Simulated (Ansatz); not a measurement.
`[SiH3][O][GaH2]` + `[OH][GeH2][SH]` → `[SiH3][O][GeH2][SH]` + `[OH][GaH2]`  (ligand exchange at the Si–O bond)

Computed with Ansatz on PBE0-D4/def2-TZVP structures; ΔE is electronic, products minus reactants. CBS: MP2 limit from def2 TZ/QZ plus the TZ coupled-cluster correction, frozen cores. For Ga, Ge outer-core shells are correlated without core-valence functions, which leaves a few kJ/mol of doubt a bond. Scalar relativity is left out up to krypton. One conformer a species, not always the lowest.

```tsv
species	SCS-MP2/def2-QZVPP energy (Eh)
`[SiH3][O][GaH2]`	-2290.95356
`[OH][GeH2][SH]`	-2551.17864
`[SiH3][O][GeH2][SH]`	-2841.47633
`[OH][GaH2]`	-2000.65562
```

Task: Work out ΔE.

Result: ΔE = (-2841.47633) + (-2000.65562) − (-2290.95356) − (-2551.17864) = 0.00025 Eh = +0.7 kJ/mol. CCSD(T)/CBS gives -0.7 kJ/mol.

Largest T1 diagnostic among the species: 0.015.

In def2-TZVPP, CCSD(T) changes the Hartree–Fock value by −6.2 kJ/mol (the triples alone add −1.0 kJ/mol) and MP2 by −6.5 kJ/mol. The D4 term adds −3.6 kJ/mol with B3LYP and −2.2 kJ/mol with PBE0; it sums over pairs of atoms, weighted by their polarisabilities, and B3LYP, whose exchange is more repulsive, gets the larger term.

B3LYP here is the variant with VWN-RPA as its local correlation; programs differ in this.
